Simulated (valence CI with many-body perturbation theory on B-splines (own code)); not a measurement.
Questions on Tc XXX

Method: relativistic CI+MBPT: four valence electrons over a frozen Dirac-Fock core [Ne], a basis of 9 s, 9 p, 8 d, 6 f, 3 g, 1 h functions for each j, with the one-electron correlation potential Σ1 (screened to all orders), the two-electron term Σ2, the three-electron term Σ3, Breit, model QED; selected single and double excitations, second order for the rest, scaled by the run's own slope (own B-spline code, finite nucleus).

No measured spectrum was set against this ion. As an estimate, large intervals hold to a few tenths of a per cent, small ones and those within an open d or f shell to about a per cent.

Levels are named by their leading jj configuration (3d3/2^4 stands for four electrons in 3d with j = 3/2), which in mixed levels can hold well under half, so a name can repeat and another be missing.

Rates and lifetimes use the calculated energies. Strong lines usually hold to 10 to 20 %, long lifetimes can be off by a factor of two.

Q: What is the ground level?

A: (3s^2 3p1/2^2) J=0, composition 78 % 3s²3p² ³P + 20 % 3s²3p² ¹S.

Q: Where does the other parity begin?

A: At (3s 3p1/2^2 3p3/2) J=2, 92.21 eV.

Q: Among levels below 219.70 eV, which E1 lines absorb most strongly from the ground level?

A: to (3s^2 3p1/2 3d3/2) J=1 at 8.077 nm, f = 0.416; to (3s 3p1/2 3p3/2^2) J=1 at 8.449 nm, f = 0.243; to (3s 3p1/2^2 3p3/2) J=1 at 11.52 nm, f = 0.123.

Q: How well does LS coupling describe the low levels?

A: Among the lowest 20 levels the leading LS term, summed over configurations, holds 66 % on average. For single configurations the figures are 61 % in LS and 74 % in jj coupling. Terms mix most in the J = 1 level at 170.86 eV, where the leading one holds 31 %.

Q: Name the longest-lived excited levels whose lifetime is computed, and their main decay.

A: (3s^2 3p1/2 3p3/2) J=2 at 27.31 eV lives 2.15 ms, mostly by M1 to (3s^2 3p1/2 3p3/2) J=1; (3s^2 3p3/2 3d5/2) J=4 at 166.29 eV lives 12.4 μs, mostly by M1 to (3s^2 3p1/2 3d5/2) J=3; (3s^2 3p1/2 3p3/2) J=1 at 22.76 eV lives 11.4 μs, mostly by M1 to (3s^2 3p1/2^2) J=0.
